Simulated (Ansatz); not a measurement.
The cluster TiSe2, relaxed as a quintet with UKS r2SCAN-D4/def2-TZVP in Ansatz, starting from the r2SCAN-D4/def2-TZVP geometry of the neutral singlet. Force threshold 0.02 eV/Å.

The relaxation made no stability test and no search for a lower SCF solution. At r2SCAN-D4/def2-TZVP a triplet of charge 0 lies 0.99 eV below the quintet, each at its own geometry. The structure comes from a short search, and lower isomers may exist.

Start:

```xyz
3

Ti    0.484   -0.913   -0.893
Se   -1.241   -0.159    0.534
Se    0.757    1.072    0.359
```

| step | energy (eV) | largest force component (eV/Å) | SCF passes |
| --- | --- | --- | --- |
| 1 | -153812.0971 | 1.796 | 175 |
| 2 | -153812.3266 | 1.594 | 175 |
| 3 | -153812.4739 | 1.546 | 70 |
| 4 | -153812.6060 | 0.725 | 29 |
| 5 | -153812.6323 | 0.090 | 30 |
| 6 | -153812.6328 | 0.013 | 30 |

Force components are those of the run's own axes.

End:

```xyz
3

Ti    0.5572   -1.0513   -1.0285
Se   -1.2381   -0.0656    0.5987
Se    0.6809    1.1169    0.4298
```

By distances, no bond broke or formed. The bond that changes most is Ti1–Se3, from 2.36 to 2.62 Å (atoms count from 1).

No frequencies were taken in this run, so the end may be a saddle point.

Hardware: 4 threads of INTEL XEON PLATINUM 8581C on a shared host. Wall time 40 s.
